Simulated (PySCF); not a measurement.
PbS, SMILES [S]=[Pb] (connectivity only; charge and spin as stated), neutral, multiplicity 1. Geometry: PBE0-D3(BJ)/def2-TZVP. The def2 effective core potentials stand for the cores of Pb; spin–orbit coupling is left out.

The numbers are results of PySCF 2.14.0 with PBE0-D3(BJ)/def2-TZVP, not measurements.

Harmonic wavenumbers (cm⁻¹): 454. Rotational constants (GHz): 3.497 (linear); symmetry number 1.

Task: Work out the zero-point energy and the ideal-gas rigid-rotor harmonic-oscillator thermochemistry at 298.15 K and 1 atm.

Result: ZPE = ½ Σ hcν = ½ × 454 cm⁻¹ = 2.72 kJ/mol. H − E(el) = 12.08 kJ/mol. Entropy in J/(mol K): translation 177.06, rotation 70.53, vibration 3.28, total 250.87. G − E(el) = -62.72 kJ/mol. Cp = 34.76 J/(mol K).
